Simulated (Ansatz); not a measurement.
## Cost against result

Saddle point of GeH5Cl, singlet (GeH₄ + HCl → GeH₃Cl ([Cl][GeH3]) + H₂; bonds formed: Ge1–Cl7, H2–H6; bonds broken: Ge1–H2, H6–Cl7), PBE0-D4/def2-TZVP structure:

```
7
angstrom
Ge -0.3780 0.4638 -0.1303
H 0.1116 -0.7254 1.1744
H -1.2079 -0.1229 -1.2639
H -1.3442 0.8771 1.0141
H 0.6049 1.6039 -0.3586
H 0.6785 -0.9972 0.5514
Cl 1.5352 -1.0994 -0.9870
```

Barriers are electronic and count from the start structure reached by relaxing down the imaginary mode.

Ansatz 0.2.0; basis: as named in each row; cores frozen in the correlated methods. Filled d shells of the heavier atoms are correlated. The def2 sets are not built for correlating such inner shells, so the correlated values are less sure here. B3LYP uses VWN-RPA correlation. Extrapolation: Hartree–Fock as exp(−7.88 √X), correlation as X^−2.97.

Times are rough, for one single point on 2 threads of a shared host (Arm Neoverse V2).

The estimate by CCSD(T) at an estimated basis limit (MP2 extrapolated from triple and quadruple zeta, plus CCSD(T) − MP2 in triple zeta) is 43.62 kcal/mol.

```tsv
method	basis	time (s)	barrier (kcal/mol)	method less estimate
HF	STO-3G	under 1	73.00	29.38
PBE-D4	STO-3G	under 1	52.56	8.94
SPW92	def2-SVP	under 1	31.90	-11.72
PBE-D4	def2-SVP	under 1	35.94	-7.68
B3LYP-D4	6-31G	under 1	39.36	-4.26
SPW92	def2-TZVPP	under 1	31.75	-11.87
PBE0-D4	def2-SVP	under 1	39.89	-3.73
BLYP-D4	def2-TZVPP	1	38.05	-5.57
CCSD(T)	def2-SVP	1	51.34	7.71
PBE-D4	def2-TZVPP	1	35.43	-8.19
BHLYP-D4	def2-TZVPP	2	44.22	0.60
B3LYP-D4	def2-TZVPP	2	40.72	-2.90
PBE0-D4	def2-TZVPP	2	38.88	-4.74
CAM-B3LYP-D4	def2-TZVPP	2	43.39	-0.23
RPA on PBE	def2-TZVPP	2	45.92	2.30
r2SCAN-D4	def2-TZVPP	3	38.00	-5.62
B2PLYP	def2-TZVPP	3	43.03	-0.59
PBE-QIDH	def2-TZVPP	3	42.19	-1.43
r2SCAN0-D4	def2-TZVPP	3	40.34	-3.28
wB97M-V	def2-SVP	4	43.07	-0.56
B97M-V	def2-TZVPP	5	41.63	-1.99
wB97X-V	def2-TZVPP	6	43.23	-0.39
wB97M-V	def2-TZVPP	6	42.18	-1.44
MP2	def2-QZVPP	10	42.72	-0.90
CCSD(T)	def2-TZVPP	22	45.43	1.80
```

All methods are single points on the PBE0-D4 structures.

The T1 diagnostic stays at or below 0.012.

Labels in which every atom is bracketed show which atoms are joined, not bond orders.
